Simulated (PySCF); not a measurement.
A structure optimised at PBE-D3(BJ)/def2-SVP, used in a PySCF frequency run:

```
O
Si 1 1.7022
H 2 1.4986 1 105.23
H 2 1.5032 3 110.36 1 119.59
H 2 1.5032 3 110.36 4 120.82
Sn 1 1.9622 2 127.61 3 -180.00
F 6 1.9321 1 111.49 2 120.29
F 6 1.9321 7 106.92 1 -122.09
F 6 1.9381 7 109.07 8 -117.82
```
Charge 0, spin multiplicity 1.

Q: Write its SMILES and formula.

A: [F][Sn]([F])([F])[O][SiH3], F3H3OSiSn

Q: What are its rotational constants (standard atomic weights)?

A: 2.6715, 1.0312, 1.0312 GHz
